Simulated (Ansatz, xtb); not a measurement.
A geometry optimisation of C2H2F3Ga with r2SCAN-D4/def2-SVP

The starting geometry of this gas-phase singlet was built from a drawn formula by distance geometry; its bonds are those of `FC(F)(F)[C][GaH2]`.

| atom | x (Å) | y (Å) | z (Å) |
| --- | --- | --- | --- |
| C | -1.5410 | 1.3396 | -1.9329 |
| C | -0.8550 | 0.3346 | -1.0539 |
| F | -2.2421 | 2.2347 | -1.1424 |
| F | -2.4360 | 0.7305 | -2.7370 |
| F | -0.6757 | 2.0558 | -2.6893 |
| Ga | -1.3584 | 0.1829 | 0.6235 |
| H | -0.4892 | 0.6181 | 1.6532 |
| H | -2.7785 | -0.6156 | 0.5808 |

Where would you expect an optimisation with r2SCAN-D4/def2-SVP to take it?

It keeps its bonds, and is `FC(F)(F)[C][GaH2]`.

The energy falls by 0.72 eV over 13 steps:

| step | E − E(last) (eV) |
| --- | --- |
| 1 | 0.721 |
| 2 | 0.206 |
| 4 | 0.075 |
| 5 | 0.034 |
| 6 | 0.005 |
| 8 | 0.001 |
| 9 | 0.001 |
| 10 | 0.000 |
| 12 | 0.000 |
| 13 | 0.000 |

Final geometry (Å):

```yaml
atoms:
  - { symbol: C, position_ang: [-1.5243, 1.5413, -2.0147] }
  - { symbol: C, position_ang: [-1.1000, 0.6072, -0.9795] }
  - { symbol: F, position_ang: [-2.0650, 2.7129, -1.6199] }
  - { symbol: F, position_ang: [-2.5002, 0.7974, -2.6122] }
  - { symbol: F, position_ang: [-0.6095, 1.8639, -2.9398] }
  - { symbol: Ga, position_ang: [-1.5003, -0.0015, 0.7290] }
  - { symbol: H, position_ang: [-0.5985, 0.5544, 1.8648] }
  - { symbol: H, position_ang: [-2.4781, -1.1950, 0.8743] }
```

From the same start GFN2-xTB ends elsewhere, at `[F][GaH][CH]=C(F)F`.

The end wasn't checked by frequencies. Run with Ansatz 0.2.0, 43 s on 2 threads of Intel(R) Xeon(R) Platinum 8259CL CPU @ 2.50GHz (Skylake/Cascade Lake), on a shared host.
